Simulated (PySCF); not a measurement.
Species: C₅H₆ClFO.
Atom-mapped SMILES: `[CH3:1][O:2][C@@H:3]1[CH2:4]/[C:5]1=[C:6](\[F:7])[Cl:8]` (hydrogens: H9, H10, H11 on C1; H12 on C3; H13, H14 on C4)

Geometry (PBE0-D3(BJ)/def2-SVP, Å), atoms numbered from 1 in this order:
```xyz
14
C5H6ClFO angstrom
C     -1.629    1.085   -0.708
O     -1.215   -0.249   -0.838
C      0.150   -0.406   -0.780
C      0.661   -1.687   -0.168
C      0.838   -0.403    0.518
C      1.284    0.240    1.575
F      1.895   -0.349    2.587
Cl     1.152    1.943    1.811
H     -1.225    1.722   -1.518
H     -2.725    1.097   -0.766
H     -1.313    1.517    0.258
H      0.704    0.008   -1.639
H      1.530   -2.179   -0.619
H     -0.106   -2.363    0.227
```

Computed with PySCF at wB97X-D/def2-SVPD, non-relativistic, on one gas-phase PBE0-D3(BJ)/def2-SVP geometry that isn't relaxed in the solvent. The solvent is an IEF-PCM continuum (van der Waals radii × 1.2), and excitations are vertical TDDFT with non-equilibrium linear response and a frozen core. Only the electrostatic response of the medium enters.

| run | E − E(gas) (kcal/mol) | HOMO (eV) | HOMO–LUMO gap (eV) | dipole (D) | lowest singlet (eV) | static polarisability (au) |
| --- | --- | --- | --- | --- | --- | --- |
| gas | 0.00 | -9.28 | 10.66 | 1.47 | 6.38 | 79.2 |
| P | -2.59 | -9.25 | 10.71 | 1.81 | 6.37 | 97.1 |
| Q | -3.68 | -9.25 | 10.73 | 1.97 | 6.38 | 106.3 |

Q: The runs were made in chloroform and water. Which run belongs to which solvent?

A: P = chloroform, Q = water. The dielectric constants are 4.711 (chloroform), 78.36 (water), and the energy falls further as ε rises. The optical constants n² used for the excitations are 2.09, 1.78 in the same order. In this model the ground state sees the solvent through ε alone.

Q: How constant is the ratio of the lowering to (ε − 1)/(2ε + 1)?

A: 
```json
{"solvent": "chloroform", "(ε − 1)/(2ε + 1)": "0.356", "E − E(gas) (kcal/mol)": "-2.59", "ratio (kcal/mol)": "-7.3", "polarisation term (kcal/mol)": "-2.85"}
{"solvent": "water", "(ε − 1)/(2ε + 1)": "0.490", "E − E(gas) (kcal/mol)": "-3.68", "ratio (kcal/mol)": "-7.5", "polarisation term (kcal/mol)": "-4.24"}
```

The ratio changes by +3.2 % in size from chloroform to water. The polarisation term is half the interaction of the solute with the induced surface charges.

Note: wB97X-D ran without an empirical dispersion term, which enters the total energy and its gradient alone.
